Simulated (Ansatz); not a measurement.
Computed with Ansatz on PBE0-D4/def2-TZVP structures; ΔE is electronic, products minus reactants. CBS: MP2 limit from def2 TZ/QZ plus the TZ coupled-cluster correction, frozen cores. This one scheme is used for every species. For Br, Ge outer-core shells are correlated without core-valence functions, which leaves a few kJ/mol of doubt a bond. Scalar relativity is left out up to krypton.

Reaction (ligand exchange at a Ge–Br bond): `[F][Ge]([F])([F])[Br]` + HCl → `[F][Ge]([F])([F])[Cl]` + HBr

`[F][Ge]([F])([F])[Br]`:

Z-matrix (Å, degrees):
```
Ge
F 1 1.701
F 1 1.701 2 107.2
Br 1 2.237 2 111.7 3 122.6
F 1 1.701 2 107.2 3 -114.8
```

HCl:

```xyz
2

Cl    0.477   -0.140    0.402
H    -0.477    0.140   -0.402
```

`[F][Ge]([F])([F])[Cl]`:

```xyz
5

F    -1.549    0.735   -0.088
Ge   -0.010    0.028    0.039
F     1.122    1.282    0.204
F     0.021   -0.887    1.469
Cl    0.415   -1.158   -1.625
```

HBr:

```xyz
2

Br   -0.215    0.169   -0.655
H     0.215   -0.169    0.655
```

```json
{"species": "`[F][Ge]([F])([F])[Br]`", "MP2/def2-SVP energy (Eh)": "-4946.43763"}
{"species": "HCl", "MP2/def2-SVP energy (Eh)": "-460.08324"}
{"species": "`[F][Ge]([F])([F])[Cl]`", "MP2/def2-SVP energy (Eh)": "-2833.59417"}
{"species": "HBr", "MP2/def2-SVP energy (Eh)": "-2572.92615"}
```

Work out ΔE.

ΔE = (-2833.59417) + (-2572.92615) − (-4946.43763) − (-460.08324) = 0.00055 Eh = +0.3 kcal/mol. CCSD(T)/CBS gives +1.9 kcal/mol.

Largest T1 diagnostic among the species: 0.012.

Leaving LDA and LC-ωPBE aside and taking each functional with its dispersion term where it has one, the values, not all of them listed here, spread over 1.2 kcal/mol, from B97M-V to PBE-D4. At CCSD(T), def2-SVP lies −1.8 kcal/mol from the extrapolated value and def2-TZVPP −0.4 kcal/mol.
